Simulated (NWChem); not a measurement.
Molecule: C₃H₅BFN; SMILES C[C@@H]1B(C=N1)F

```xyz
11

C      1.0690    -1.6325     0.2306
C      0.0921    -0.7233    -0.4800
N     -1.2636    -0.5999     0.1782
C     -1.4486     0.6774     0.0764
B      0.0577     0.8441    -0.2449
F      0.9726     1.7275     0.1004
H      1.2730    -1.2925     1.2575
H      2.0272    -1.6617    -0.3096
H      0.6788    -2.6608     0.2884
H     -0.0761    -1.0561    -1.5159
H     -2.3747     1.1730     0.3922
```
Atoms are numbered in this order, from 1.

Computed with NWChem. Medium grid unless said otherwise, to which SCAN and Minnesota functionals are sensitive. Coordinates come from a PBE0/def2-SVP optimisation. Hybrids' shares of exact exchange are those that their runs print; pure functionals count as 0. The functionals differ in more than this share.

```
row                    share of exact exchange  orbital gap (eV)
---------------------  -----------------------  ----------------
PBE/def2-SVP                              0.00              3.36
SCAN/def2-SVP                             0.00              3.82
B3LYP/def2-SVP                            0.20              5.43
B97-2/def2-SVP                            0.21              5.58
Hartree-Fock/def2-SVP                     1.00          withheld
```

Task: Fit a straight line of the last column on the one before it, predict the withheld value, and compare with the run.

Result: 
1. Means of the 4 shown rows: x = 0.103, y = 4.547. Slope Σ(x − x̄)(y − ȳ)/Σ(x − x̄)² = 0.3933/0.04208 = 9.348; intercept 3.589.
2. The shown rows scatter about the line by 0.164 (root mean square); the largest residual is +0.23, at SCAN/def2-SVP.
3. At x = 1.00 (Hartree-Fock/def2-SVP; beyond the shown range) the line gives 12.94.
4. The run gives 13.45, +0.51 from the line, 3.1 times the scatter.
